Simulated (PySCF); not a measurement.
Si(nBu)(OH)3 (C4H12O3Si), SMILES C([Si](O)(O)O)CCC.

Coordinates come from a PBE-D3(BJ)/def2-SVP optimisation. One conformer was computed; it need not be the lowest.

Computed with PBE-D3(BJ)/def2-SVP (PySCF 2.14.0).

Frequencies are harmonic and unscaled.

Computed normal modes with their intensities:
```
mode  ν (cm⁻¹)  IR (km/mol)  moving atoms (share of kinetic energy)
----  --------  -----------  --------------------------------------
1           40          0.2                  O 43 %, C 30 %, H 25 %
2           73          1.3                  H 49 %, C 32 %, O 19 %
3           78          7.7                  O 44 %, C 32 %, H 22 %
4          123         70.3                  H 49 %, C 26 %, O 24 %
5          130         31.5                  H 48 %, C 41 %, O 10 %
6          204          7.3                  H 64 %, O 22 %, C 13 %
7          220         23.3                  H 48 %, O 27 %, C 24 %
8          239          2.3                  H 62 %, O 19 %, C 16 %
9          242         20.0                  H 55 %, C 22 %, O 19 %
10         254          3.4                  H 60 %, O 20 %, C 17 %
11         268         42.2          H 43 %, O 30 %, C 18 %, Si 9 %
12         308         26.0                 O 54 %, H 27 %, Si 16 %
13         362         77.1                          H 53 %, O 37 %
14         386         74.6         O 40 %, Si 32 %, C 15 %, H 13 %
15         408          8.5                          C 61 %, H 28 %
16         673          9.9                  H 55 %, C 30 %, O 14 %
17         685          5.3                  H 42 %, C 29 %, O 28 %
18         733          7.7                          H 88 %, C 10 %
19         779        111.2          H 43 %, O 39 %, Si 11 %, C 8 %
20         781        157.9                          H 74 %, O 23 %
21         800        182.2                          H 66 %, O 30 %
22         845          8.0                          H 77 %, C 17 %
23         856        131.7                 H 41 %, Si 26 %, O 26 %
24         878         11.4                          H 53 %, C 39 %
25         921        150.1                 Si 41 %, H 29 %, O 27 %
26         935        147.0                 Si 40 %, O 31 %, H 27 %
27        1002         30.3                          H 82 %, C 10 %
28        1013          3.9                          C 72 %, H 28 %
29        1058          1.9                          C 57 %, H 43 %
30        1069         22.1                          C 55 %, H 44 %
31        1168         15.4                          H 59 %, C 39 %
32        1172          2.2                          H 62 %, C 38 %
33        1250          1.8                          H 82 %, C 17 %
34        1271         15.0                          H 68 %, C 31 %
35        1278          0.2                                  H 94 %
36        1336          0.7                          H 67 %, C 33 %
37        1349          2.0                          H 70 %, C 30 %
38        1376          3.6                          H 89 %, C 11 %
39        1411          0.3                                  H 95 %
40        1419          7.0                                  H 97 %
41        1422          0.3                                  H 92 %
42        1433          5.3                                  H 92 %
43        2949         14.8                                  H 95 %
44        2954          1.9                                  H 95 %
45        2963         12.2                                  H 96 %
46        2965         65.4                                  H 96 %
47        2985          6.2                           H 91 %, C 9 %
48        3002          0.9                           H 91 %, C 9 %
49        3019         34.3                           H 91 %, C 9 %
50        3048         36.2                           H 91 %, C 9 %
51        3057         26.5                           H 91 %, C 9 %
52        3758         68.2                                  H 94 %
53        3770         66.6                                  H 94 %
54        3771         70.4                                  H 94 %
```
